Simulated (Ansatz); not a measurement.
```tsv
atom	x (Å)	y (Å)	z (Å)
S	0.0421	0.0589	1.1933
C	0.0096	1.2777	-0.0678
C	0.0185	-1.3000	-0.0675
C	0.0176	0.7457	-1.2349
C	-0.0551	-0.7274	-1.2493
H	-0.0569	2.2470	0.3869
H	0.0070	-2.3747	0.3338
H	-0.0235	1.3588	-2.0643
H	0.0192	-1.3252	-2.1418
```

Basis set: 6-31G (spherical functions). Left uncorrelated: 9 orbitals. Charge 0, multiplicity 1.

Computed with Ansatz (development build ahead of 0.2.0); each method stands on the lowest determinant of its kind that the runs found. Restricted open shells among the atoms or ions are ROHF, correlated in semicanonical orbitals with singles.

Problem. Give the atomization energy at this shape (free ground-state atoms in the same class of orbitals less the molecule, no zero-point energy) of singlet C4H4S by RHF-MP2, RHF.

Solution.

| method | atomization energy |
| --- | --- |
| RHF-MP2 | 3377.2 kJ/mol |
| RHF | 2612.4 kJ/mol |

Caution: the shape is not the minimum.

This basis has no polarisation functions and is too small for such energies, which can lie far from measured ones in either direction.
